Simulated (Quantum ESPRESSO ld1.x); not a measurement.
Question: These are the eigenvalues of the occupied orbitals of an atom or ion with whole-number occupations (hartree). All-electron calculation, scalar-relativistic Kohn-Sham, LDA (Slater exchange, VWN5 correlation), spin-polarised, spherical densities, point nucleus. Program: ld1.x of Quantum ESPRESSO 7.5.

1s down: -2553.48
1s up: -2553.48
2s up: -442.107
2s down: -442.102
2p up: -386.979
2p down: -386.975
3s up: -103.037
3s down: -103.035
3p up: -86.7152
3p down: -86.7134
3d up: -67.9149
3d down: -67.9120
4s up: -22.5076
4s down: -22.5036
4p up: -17.1518
4p down: -17.1478
4d up: -10.3645
4d down: -10.3595
5s up: -4.51786
5s down: -4.48079
5p up: -3.17904
5p down: -3.13191
4f up: -2.83740
4f down: -2.82759
5d up: -1.63701

Which element is it, and in what charge state? The configuration may be excited. Open shells, if any, are filled with parallel spins first.

Answer: Z = 74, tungsten, charge +4: W4+ in [Xe] 4f14 5d2. The list shows which subshells hold electrons but not how many an open one holds; the 1s level, -2553.5 hartree, gives Z - s = 71.5 by -(Z - s)^2/2, which with screening and relativity narrows Z to a few neighbours, and the depths of the outer levels then fix element, charge and occupations together.
